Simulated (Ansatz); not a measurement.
Program: Ansatz. Geometries: PBE0-D4/def2-TZVP. ΔE: electronic, gas phase. CBS: MP2 limit from def2 TZ/QZ plus the TZ coupled-cluster correction, frozen cores. This one scheme is used for every species, atoms too. Functionals use def2-TZVPP. B3LYP here is the variant with VWN-RPA as its local correlation; programs differ in this. HSE06 is defined as in plane-wave codes. No spin–orbit coupling; open shells (•) take unrestricted orbitals. Spin–orbit coupling would lower the free atoms: a little for B, C. Each species was taken in one conformer, which may not be the lowest.

Consider the atomization: `C#CBBC` → 2 B• + 3 C• + 6 H•.

`C#CBBC`:

Cartesian coordinates in Å:
```
C 2.108 2.121 0.156
C 1.622 1.025 0.316
B 0.978 -0.325 0.481
B -0.284 -0.813 -0.475
C -1.799 -0.644 -0.142
H 2.546 3.084 0.024
H 1.419 -1.054 1.328
H -0.011 -1.402 -1.492
H -2.146 -1.644 0.162
H -2.393 -0.395 -1.026
H -2.040 0.046 0.668
```

```
             level  ΔE (eV)  difference from CCSD(T)/CBS
       LDA (SPW92)    52.25                         6.46
            PBE-D4    47.28                         1.49
         revPBE-D4    46.17                         0.38
           BLYP-D4    46.24                         0.45
         r2SCAN-D4    46.48                         0.69
            B97M-V    46.48                         0.69
           PBE0-D4    46.57                         0.78
          B3LYP-D4    46.35                         0.56
        r2SCANh-D4    46.23                         0.44
        r2SCAN0-D4    45.87                         0.08
          HSE06-D4    46.60                         0.81
          BHLYP-D4    45.21                        -0.58
      CAM-B3LYP-D4    46.41                         0.62
           ωB97X-V    46.04                         0.25
           ωB97M-V    46.25                         0.46
            B2PLYP    45.90                         0.11
          PBE-QIDH    46.14                         0.35
            revPBE    45.61                        -0.18
              BLYP    45.85                         0.06
            r2SCAN    46.44                         0.65
              PBE0    46.42                         0.63
             B3LYP    46.07                         0.28
           r2SCAN0    45.82                         0.03
             HSE06    46.46                         0.67
             BHLYP    45.00                        -0.79
         CAM-B3LYP    46.26                         0.47
           LC-ωPBE    46.09                         0.30
      MP2/def2-SVP    44.93                        -0.86
     CCSD/def2-SVP    43.70                        -2.09
  CCSD(T)/def2-SVP    44.17                        -1.62
     HF/def2-TZVPP    35.42                       -10.37
    MP2/def2-TZVPP    45.74                        -0.05
SCS-MP2/def2-TZVPP    45.43                        -0.36
CCSD(T)/def2-TZVPP    44.82                        -0.97
     HF/def2-QZVPP    35.46                       -10.33
    MP2/def2-QZVPP    46.31                         0.52
SCS-MP2/def2-QZVPP    46.07                         0.28
      HF/CBS(def2)    35.47                       -10.32
     MP2/CBS(def2)    46.71                         0.92
    CCSD/CBS(def2)    45.15                        -0.64
       CCSD(T)/CBS    45.79                            0
```

Largest T1 diagnostic among the species: 0.014.

From BLYP to BHLYP (50 % exact exchange), in def2-TZVPP and without D4, ΔE moves by −0.84 eV: exact exchange takes away binding that semilocal exchange gives to molecules. The D4 term adds +0.28 eV with B3LYP and +0.15 eV with PBE0; it sums over pairs of atoms, weighted by their polarisabilities, and B3LYP, whose exchange is more repulsive, gets the larger term.

For atomizations the MP2-based limit and the directly extrapolated one differ by several kJ/mol either way, and by 10 to 25 for some Ge, Se and Sn compounds, so smaller differences from it don't rank the levels.
